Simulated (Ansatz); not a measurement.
`C[N](C)[InH][F]`. Total charge 0; spin multiplicity 1. In takes the def2 core potential. The geometry is a stationary point of PBE0-D4/def2-TZVP. It is one conformer, not always the lowest.

```xyz
12

C    -0.826   -0.058    1.102
N     0.048   -0.043   -0.044
C     0.668   -1.314   -0.308
In    0.332    1.606   -1.121
F    -0.777    2.980   -0.262
H    -0.283   -0.338    2.017
H    -1.643   -0.784    0.974
H    -1.271    0.926    1.261
H     1.279   -1.653    0.543
H     1.322   -1.265   -1.183
H    -0.080   -2.099   -0.499
H     1.232    2.039   -2.479
```

What is the dipole moment at r2SCAN/def2-TZVPP? (Estimate.)

Computed: 3.07 D, with components (1.59, -2.41, -1.05) D in this frame, pointing from negative to positive charge.

And with PBE, B3LYP, ωB97M-V? (Estimate.)

Ansatz gave: PBE 3.00 D, B3LYP 3.12 D, ωB97M-V 3.06 D.

Give the Mulliken charges with r2SCAN, B3LYP, PBE in def2-TZVPP. (An estimate is asked.)

Computed: 
| atom | r2SCAN | B3LYP | PBE |
| --- | --- | --- | --- |
| C1 | -0.03 | -0.16 | -0.17 |
| N2 | -0.35 | -0.33 | -0.25 |
| C3 | -0.01 | -0.15 | -0.16 |
| In4 | 0.71 | 0.73 | 0.63 |
| F5 | -0.51 | -0.51 | -0.47 |
| H6 | 0.04 | 0.08 | 0.08 |
| H7 | 0.04 | 0.08 | 0.08 |
| H8 | 0.07 | 0.11 | 0.10 |
| H9 | 0.04 | 0.08 | 0.08 |
| H10 | 0.03 | 0.07 | 0.08 |
| H11 | 0.04 | 0.08 | 0.08 |
| H12 | -0.07 | -0.08 | -0.07 |

B3LYP here is the variant with VWN-RPA as its local correlation; programs differ in this.
